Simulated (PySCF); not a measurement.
A PySCF script (with the pyscf-properties extension) for the NMR shieldings of `BCB[C@@H]1C/C1=C/Cl`, C₅H₉B₂Cl, on a GFN2-xTB geometry:

```python
import basis_set_exchange as bse
import numpy as np
from pyscf import gto, dft
from pyscf.prop import nmr

atoms = """
B     1.857891    1.211522    1.304126
C     1.939949   -0.311826    0.933686
B     0.926945   -0.517907   -0.253838
C    -0.565024   -0.821739    0.040546
C    -1.488999   -1.441032   -1.015374
C    -1.562176   -0.022522   -0.712750
C    -2.069399    1.159928   -0.931505
Cl   -1.512427    2.566661   -0.076487
H     1.121158    1.575665    2.136236
H     2.521167    1.991711    0.739263
H     1.662692   -0.931189    1.785765
H     2.946914   -0.571134    0.610332
H     1.273015   -0.390492   -1.366908
H    -0.856582   -1.027317    1.066620
H    -2.288370   -2.085663   -0.677944
H    -1.052923   -1.739807   -1.957879
H    -2.860829    1.367173   -1.633798
"""
names = dict.fromkeys(["B", "C", "Cl", "H"], "pcSseg-1")
basis = {el: gto.basis.parse(bse.get_basis(n, elements=[el], fmt="nwchem")) for el, n in names.items()}
mol = gto.M(atom=atoms, basis=basis, charge=0, verbose=0)
mf = dft.RKS(mol, xc="PBE0")
mf.grids.level = 2
mf.grids.alignment = dft.numint.BLKSIZE   # the property module wants whole blocks of grid points
mf.conv_tol = 1e-9
mf.kernel()

calc = nmr.RKS(mf)   # GIAO
C = mf.mo_coeff
Co = C[:, mf.mo_occ > 0]
resp = mf.gen_response(singlet=True, hermi=2)
def vind(x):   # induced exchange potential for any number of trial vectors
    d = np.einsum("pi,xij,qj->xpq", C, 2 * x.reshape(-1, C.shape[1], Co.shape[1]), Co, optimize=True)
    return np.einsum("xpq,pi,qj->xij", resp(d - d.transpose(0, 2, 1)), C, Co, optimize=True).ravel()
mo1, _ = nmr.rhf.solve_mo1(calc, with_cphf=vind)
sigma = calc.kernel(mo1)
for i, s in enumerate(sigma):   # ppm
    print("%2d %-2s %9.2f" % (i, mol.atom_pure_symbol(i), np.trace(s) / 3))
```

**Question.** Give the expected output.

**Answer.** 
```
 0 B      13.43
 1 C     127.16
 2 B      19.67
 3 C     157.17
 4 C     166.59
 5 C      49.14
 6 C      66.52
 7 Cl    718.68
 8 H      23.57
 9 H      23.77
10 H      27.90
11 H      27.96
12 H      24.94
13 H      29.50
14 H      29.62
15 H      29.79
16 H      25.27
```

These numbers come from an equivalent density-fitted implementation of the same equations, which agrees with the script to about 0.01 ppm for H and up to a few tenths of a ppm for heavy atoms, so last digits may differ.

Size and cost of the density-fitted run: 188 basis functions, 100 s wall time (75 s CPU) on 1 thread of an Intel Xeon, shared host; peak memory 0.84 GiB.
